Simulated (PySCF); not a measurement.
**Electron correlation in Re(2+) (rhenium, charge +2)**

[Xe] 4f14 5d5, high-spin 6S determinant. All numbers are calculated (PySCF 2.14, scalar relativity through the core potential, in def2-QZVPPD with the def2 core potential (60 electrons) (7s6p4d4f2g, 91 functions)). Frozen: nothing; 13 electrons correlated.

MP2 pair energies summed by pair of shells (mhartree):

| pair | energy | share (%) |
| --- | --- | --- |
| 5p-5d | -139.69 | 43.6 |
| 5p-5p | -74.96 | 23.4 |
| 5d-5d | -54.69 | 17.1 |
| 5s-5p | -29.11 | 9.1 |
| 5s-5d | -16.96 | 5.3 |
| 5s-5s | -4.64 | 1.4 |

Total MP2 correlation energy: -320.06 mhartree.

Same-spin part -113.31 and opposite-spin part -206.75 mhartree; SCS-MP2 scales them by 1/3 and 6/5 to -285.87 mhartree.

The basis has no tight functions for the innermost shells, so their pair energies are far from complete.

This basis was not built for core-valence correlation, so the inner-shell part is incomplete.
